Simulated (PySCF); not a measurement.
**Polarisability and C₆ of Bi(64+) (bismuth, charge +64)**

[Ar] 3d1, 2D determinant. Computed with PySCF 2.14 in an even-tempered Gaussian basis (17 s from 18 bohr⁻², ratio 2.5; 13 p from 24 bohr⁻², ratio 2.5; 7 d from 24 bohr⁻², ratio 2.5; 4 f from 84 bohr⁻², ratio 2.7; 3 g from 130 bohr⁻², ratio 2.7), with scalar relativity by spin-free X2C-1e. Coupled (time-dependent) response in atomic units; α is the mean over directions.

| method | mean α (bohr³) | α xx, yy, zz | C₆ (like pair) | S(−4) |
| --- | --- | --- | --- | --- |
| UHF | 0.002017 | 0.001946, 0.001946, 0.002158 | 9.578e-05 | 3.075e-06 |
| PBE0 | 0.002011 | 0.001941, 0.001941, 0.002150 | 9.546e-05 | 3.053e-06 |

S(−4) is the Cauchy moment in α(ω) = α(0) + S(−4) ω² + …

Spin-orbit coupling is absent.

α(iu) at PBE0:

| u (hartree) | α(iu) (bohr³) |
| --- | --- |
| 0 | 0.002011 |
| 3.00 | 0.001983 |
| 6.00 | 0.001907 |
| 12.0 | 0.001660 |
| 18.0 | 0.001381 |
| 24.0 | 0.001138 |
| 30.0 | 0.0009466 |
| 45.0 | 0.0006481 |
| 60.0 | 0.0004922 |
| 90.0 | 0.0003382 |
| 150 | 0.0002063 |

For an ion, C₆ is the dispersion term alone; charge-induced terms of lower order in 1/R come first.

The components differ because the open shell of this determinant is not spherical; for a pure term their mean is the scalar polarisability.

Spin-orbit coupling, absent here, splits the open shell strongly.
